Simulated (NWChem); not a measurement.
Species: YF$_{2}$ cation; SMILES [F][Y+][F]

```xyz
3

Y      0.0000     0.0000     0.3489
F     -1.5752     0.0000    -0.7559
F      1.5752     0.0000    -0.7559
```
Atoms are numbered in this order, from 1.

Geometry: optimised at PBE-D3(BJ)/def2-SVP. This spin state was assumed; another may lie lower. def2 effective core potentials on Y; no spin-orbit coupling.

Symmetry labels are those of C2v in the frame above (b1 and b2, or b-type labels, depend on it).

**Question.** List the 6 lowest vertical singlet excitations and the 6 lowest triplet ones from PBE/def2-SVP with def2 effective core potentials on Y, TDA (NWChem).

**Answer.** 
| state | energy (eV) | oscillator strength | symmetry | leading excitation (squared amplitude) |
|---|---|---|---|---|
| S1 | 5.43 | 0.003 | b1 | HOMO → LUMO (1.00) |
| S2 | 5.84 | 0.000 | a1 | HOMO−1 → LUMO (1.00) |
| S3 | 5.88 | 0.012 | b2 | HOMO−2 → LUMO (1.00) |
| S4 | 6.08 | 0.000 | a2 | HOMO−3 → LUMO (0.99) |
| S5 | 6.15 | 0.000 | a2 | HOMO → LUMO+1 (0.99) |
| S6 | 6.36 | 0.002 | b1 | HOMO−4 → LUMO (1.00) |
| T1 | 5.40 | spin-forbidden | b1 | HOMO → LUMO (1.00) |
| T2 | 5.78 | spin-forbidden | a1 | HOMO−1 → LUMO (1.00) |
| T3 | 5.79 | spin-forbidden | b2 | HOMO−2 → LUMO (1.00) |
| T4 | 5.98 | spin-forbidden | a2 | HOMO−3 → LUMO (0.99) |
| T5 | 6.08 | spin-forbidden | a2 | HOMO → LUMO+1 (0.99) |
| T6 | 6.28 | spin-forbidden | b1 | HOMO−4 → LUMO (0.83) |
